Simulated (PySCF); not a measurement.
## Property card for `C=N[SiH2]P`

CH₆NPSi.
Structure used (GFN2-xTB), in Å, numbered top down from 1:
```
atom  x, y, z in Å
C1     2.0724   -0.4623    0.2229
N2     1.0379    0.1378    0.5770
Si3   -0.3680    0.7530   -0.1866
P4    -1.9917   -0.5113    0.7096
H5     2.7988   -0.7571    0.9764
H6     2.3220   -0.7244   -0.8088
H7    -0.4213    0.7760   -1.6589
H8    -0.4727    2.1075    0.3494
H9    -1.9639   -1.4914   -0.2689
H10   -3.0048    0.1768    0.0653
```

GFN2-xTB geometry:

- Point group of the GFN2-xTB geometry: C1
- Rotational constants A, B, C of the GFN2-xTB geometry: 9.789, 2.308, 1.996 GHz

From PBE0/def2-SVPD ground state and vertical TDDFT (core frozen in the response) (PySCF):

- Dipole moment: 1.97 D
- HOMO energy: -7.10 eV
- LUMO energy: -1.10 eV
- HOMO–LUMO gap: 6.00 eV
- Lowest singlet excitation: 3.94 eV (314 nm, f = 0.001)
- Strongest line among the 6 lowest singlet transitions: S4 at 6.40 eV (194 nm, f = 0.042)
- Lowest triplet excitation (Tamm–Dancoff): 3.32 eV
- Static isotropic polarisability: 76.1 au
- Electronic spatial extent ⟨r²⟩ about the centre of nuclear charge: 624 bohr²

From PBE0/pcSseg-1 ground state and GIAO shieldings, non-relativistic (PySCF):

* Lowest Hirshfeld atomic charge: -0.23 e on N2
* Highest Hirshfeld atomic charge: +0.31 e on Si3
* 13C chemical shifts (computed TMS as zero) by class: 172.8 (C1) ppm
* 1H chemical shifts (computed TMS as zero) by class: 8.75 (H6), 8.67 (H5), 5.59 (H7/H8), 1.02 (H9/H10) ppm
* Isotropic shieldings of nuclei other than C and H, by class: -155 (N2), 389 (Si3), 612 (P4) ppm
* Mayer bond orders between heavy atoms: C1–N2 1.95, N2–Si3 0.98, Si3–P4 0.98

Monoisotopic mass from the formula: 91.0007 u.

The largest Löwdin shares of the LUMO are 0.40 on C1, 0.32 on N2, 0.06 on Si3 and 0.06 on H5. A dipole of 1.97 D is allowed in C1, and pure rotational transitions are dipole-allowed. The vertical singlet–triplet gap S1 − T1 is 0.62 eV (TDDFT singlet less Tamm–Dancoff triplet; S1: HOMO→LUMO, weight 0.97; T1: HOMO→LUMO, weight 0.95). The largest Löwdin shares of the HOMO are 0.56 on N2, 0.15 on C1, 0.10 on Si3 and 0.06 on H6. In wavenumbers S1 is 31800 cm⁻¹ (1 eV = 8065.54 cm⁻¹).

One conformer (not necessarily the lowest) at the GFN2-xTB geometry, without solvent or vibrations. NMR classes are plain means over equivalent atoms (diastereotopic ones count apart unless rotation or inversion swaps them), as if these changed places fast; in this geometry the members of some classes differ.
